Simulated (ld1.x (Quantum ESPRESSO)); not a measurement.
# PBEsol PAW dataset for As, scalar-relativistic all-electron reference.

ld1.x (Quantum ESPRESSO) 7.5 was run on this input:

```
&input
   title='As', zed=33., rel=1, dft='PBESOL', iswitch=3,
   config='[Ar] 3d10 4s2 4p3',
   nld=3, rlderiv=1.95, eminld=-12.0, emaxld=5.0, deld=0.04
 /
 &inputp
   pseudotype=3, lpaw=.true., tm=.true., lloc=-2, rcloc=1.45,
   nlcc=.true., new_core_ps=.true.,
   which_augfun='BESSEL', rmatch_augfun=0.75,
   file_pseudopw='As.UPF', file_wfcaegen='ae.wfc', file_wfcncgen='nc.wfc', file_beta='beta', file_chi='chi', file_wfcusgen='us.wfc'
 /
6
4S  1  0   2.00   0.00  1.60  1.80  0.0
4S  1  0   0.00   3.50  1.60  1.80  0.0
3P  2  1   6.00   0.00  0.95  1.05  0.0
4P  3  1   3.00   0.00  0.95  1.05  0.0
3D  3  2  10.00   0.00  0.90  1.20  0.0
3D  3  2   0.00  -0.80  0.90  1.20  0.0
 &test
   configts(1)='3p6 3d10 4s2 4p3'
 /
```

Command:

```bash
ld1.x < As.in > As.out
```

The program printed (shortened: banner, matrices, multipoles, cross overlaps and the repeated all-electron block are left out):

```
Program LD1 v.7.5
     --------------------------- All-electron run ----------------------------

     As
     scalar relativistic calculation

     atomic number is 33.00
     dft =PBESOL   lsd =0 sic =0 latt =0  beta=0.20 tr2=1.0E-14
     Exchange-correlation= PBESOL
                           (   1   4  10   8   0   0   0)
     mesh =1209 r(mesh) =  99.83237 a.u. xmin = -7.00 dx = 0.01250
     1 Ry =  13.60569312 eV, c = 137.03599908

     n l     nl                  e(Ry)          e(Ha)          e(eV)
     1 0     1S 1( 2.00)      -860.6729      -430.3364    -11710.0509
     2 0     2S 1( 2.00)      -109.1867       -54.5933     -1485.5603
     2 1     2P 1( 6.00)       -95.7684       -47.8842     -1302.9950
     3 0     3S 1( 2.00)       -13.9578        -6.9789      -189.9058
     3 1     3P 1( 6.00)        -9.8096        -4.9048      -133.4666
     3 2     3D 1(10.00)        -2.9872        -1.4936       -40.6427
     4 0     4S 1( 2.00)        -1.0659        -0.5330       -14.5029
     4 1     4P 1( 3.00)        -0.3819        -0.1910        -5.1963

     final scf error:  1.5E-15 reached in  40 iterations

     Etot =   -4518.415180 Ry,   -2259.207590 Ha,  -61476.170341 eV

     Ekin =    4604.970496 Ry,    2302.485248 Ha,   62653.815405 eV
     Encl =  -10894.717877 Ry,   -5447.358938 Ha, -148230.188093 eV
     Eh   =    1935.294932 Ry,     967.647466 Ha,   26331.028953 eV
     Exc  =    -163.962731 Ry,     -81.981366 Ha,   -2230.826606 eV

     normalization and overlap integrals

     s(1S/1S) =  1.000000  <r> =   0.0455  <r2> =    0.0028  r(max) =   0.0299
     s(2S/2S) =  1.000000  <r> =   0.2029  <r2> =    0.0485  r(max) =   0.1701
     s(2P/2P) =  1.000000  <r> =   0.1773  <r2> =    0.0385  r(max) =   0.1358
     s(3S/3S) =  1.000000  <r> =   0.5988  <r2> =    0.4133  r(max) =   0.5239
     s(3P/3P) =  1.000000  <r> =   0.6175  <r2> =    0.4483  r(max) =   0.5239
     s(3D/3D) =  1.000000  <r> =   0.6785  <r2> =    0.5828  r(max) =   0.4740
     s(4S/4S) =  1.000000  <r> =   1.9385  <r2> =    4.3334  r(max) =   1.6136
     s(4P/4P) =  1.000000  <r> =   2.5462  <r2> =    7.6984  r(max) =   1.9709

     ------------------------ End of All-electron run ------------------------

     --------------------- Generating PAW atomic setup --------------------

      Generating local potential from pseudized AE potential:
      Matching radius rcloc =   1.4500
      Enforcing V''(0)=0 (lloc=-2)

      Local pseudo, rcloc= 1.460 Estimated cut-off energy=    14.79 Ry

      Computing core charge for nlcc:

       r > 0.27 : true rho core
      Core charge pseudized with two Bessel functions
      Integrated core pseudo-charge :   9.94
      Wfc-us  4S rcutus= 1.783  Estimated cut-off energy=    14.45 Ry
      Wfc-us  4S rcutus= 1.783  Estimated cut-off energy=    26.28 Ry
      Wfc-us  3P rcutus= 1.055  Estimated cut-off energy=    76.41 Ry
      Wfc-us  4P rcutus= 1.055  Estimated cut-off energy=   144.25 Ry
      Wfc-us  3D rcutus= 1.195  Estimated cut-off energy=    83.24 Ry
      Wfc-us  3D rcutus= 1.195  Estimated cut-off energy=   139.30 Ry

     Required augmentation: BESSEL   radius:    0.750000
     Suggested rho cutoff for augmentation: 175.22 Ry

     Estimated PAW energy = -639.683032 Ryd

     ------------------- End of pseudopotential generation -------------------

     Computing logarithmic derivative in   1.95866
     Computing logarithmic derivative in   1.95866
     Computing the partial wave expansion
     R is outside the sphere for l=    0 j= 0.00
     R is outside the sphere for l=    0 j= 0.00
     R is outside the sphere for l=    1 j= 0.00
     R is outside the sphere for l=    1 j= 0.00
     R is outside the sphere for l=    2 j= 0.00
     R is outside the sphere for l=    2 j= 0.00

     ---------------------- Testing the pseudopotential ----------------------

     As
     scalar relativistic calculation

     atomic number is 33.00   valence charge is 21.00
     dft = SLA  PW   PSX  PSC   lsd =0 sic =0 latt =0  beta=0.20 tr2=1.0E-14
     mesh =1209 r(mesh) =  99.83237 xmin = -7.00 dx = 0.01250

     n l     nl             e AE (Ry)        e PS (Ry)    De AE-PS (Ry)
     2 1     3P   1( 6.00)       -9.80962       -9.80946       -0.00015
     3 2     3D   1(10.00)       -2.98719       -2.98704       -0.00014
     1 0     4S   1( 2.00)       -1.06594       -1.06592       -0.00002
     3 1     4P   1( 3.00)       -0.38192       -0.38191       -0.00001

     eps = 6.4E-15  iter =  8

     Etot =   -4518.415180 Ry,   -2259.207590 Ha,  -61476.170341 eV
     Etotps =  -639.683027 Ry,    -319.841513 Ha,   -8703.330960 eV

     Ekin =     629.853026 Ry,     314.926513 Ha,    8569.586989 eV
     Encl =   -1556.943930 Ry,    -778.471965 Ha,  -21183.301315 eV
     Ehrt =     451.370962 Ry,     225.685481 Ha,    6141.214800 eV
     Ecxc =    -163.963086 Ry,     -81.981543 Ha,   -2230.831435 eV
     (Ecc =     -60.675902 Ry,     -30.337951 Ha,    -825.537701 eV)

     ---------------------- End of pseudopotential test ----------------------
```

Generation and configuration tests took about 1.8 s on one core of a shared server CPU.

Transferability test of the new file with ld1.x, input:

```
&input
   title='As', zed=33., rel=1, dft='PBESOL', iswitch=2,
   config='[Ar] 3d10 4s2 4p3'
 /
 &test
   file_pseudo='As.UPF', nconf=8,
   configts(1)='3p6 3d10 4s2 4p3',
   configts(2)='3p6 3d10 4s2 4p2',
   configts(3)='3p6 3d10 4s2 4p1',
   configts(4)='3p6 3d10 4s2 4p0',
   configts(5)='3p6 3d10 4s1 4p0',
   configts(6)='3p6 3d10 4s1 4p4',
   configts(7)='3p5 3d10 4s2 4p3',
   configts(8)='3p6 3d9 4s2 4p4'
 /
```

```bash
ld1.x < As.test.in > As.test.out
```

Pseudopotential blocks of its output, shortened (energy terms left out; the distinct warnings before each block abridged to one line each):

```
     ---------------------- Testing the pseudopotential ----------------------

     n l     nl             e AE (Ry)        e PS (Ry)    De AE-PS (Ry)
     2 1     3P   1( 6.00)       -9.80962       -9.80946       -0.00015
     3 2     3D   1(10.00)       -2.98719       -2.98704       -0.00014
     1 0     4S   1( 2.00)       -1.06594       -1.06592       -0.00002
     3 1     4P   1( 3.00)       -0.38192       -0.38191       -0.00001

     eps = 6.0E-15  iter =  8

     Etot =   -4518.415180 Ry,   -2259.207590 Ha,  -61476.170341 eV
     Etotps =  -639.683027 Ry,    -319.841514 Ha,   -8703.330962 eV

     ---------------------- End of pseudopotential test ----------------------

          Warning: n=2, l=1 expected 0 nodes, found 1
     ---------------------- Testing the pseudopotential ----------------------

     n l     nl             e AE (Ry)        e PS (Ry)    De AE-PS (Ry)
     2 1     3P   1( 6.00)      -10.52874      -10.52841       -0.00033
     3 2     3D   1(10.00)       -3.70484       -3.70448       -0.00036
     1 0     4S   1( 2.00)       -1.71853       -1.71855        0.00001
     3 1     4P   1( 2.00)       -0.98166       -0.98164       -0.00002

     eps = 8.8E-15  iter = 25

     Etot =   -4517.742078 Ry,   -2258.871039 Ha,  -61467.012316 eV
     Etotps =  -639.009845 Ry,    -319.504922 Ha,   -8694.171847 eV
     dEtot_ae =       0.673102 Ry
     dEtot_ps =       0.673183 Ry,   Delta E=      -0.000080 Ry

     ---------------------- End of pseudopotential test ----------------------
```

The test run then stopped with an error in new_paw_hamiltonian: “negative rho”.
